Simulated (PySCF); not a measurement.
Vertical excitations of a molecule C3H6FNSi from TDA-LC-ωPBE/def2-SVPD (PySCF), as energy in eV (oscillator strength): 4.74 (0.004), 6.30 (0.004), 7.65 (0.375), 8.08 (0.004), 8.26 (0.005), 8.39 (0.008), 8.83 (0.008), 8.94 (0.013), 9.01 (0.035), 9.08 (0.005). Lowest triplet (TDA): 3.73 eV. Coordinates come from a PBE-D3(BJ)/def2-SVP optimisation. The values are those of a single conformer.

### Question
Which structure fits?
A. F[C@@H]1CN=C1[SiH3]
B. C#CCN[SiH2]F
C. C[C@@H](C#N)[SiH2]F
D. C[C@@]1(F)N=C[SiH2]1

### Answer
A, F[C@@H]1CN=C1[SiH3]
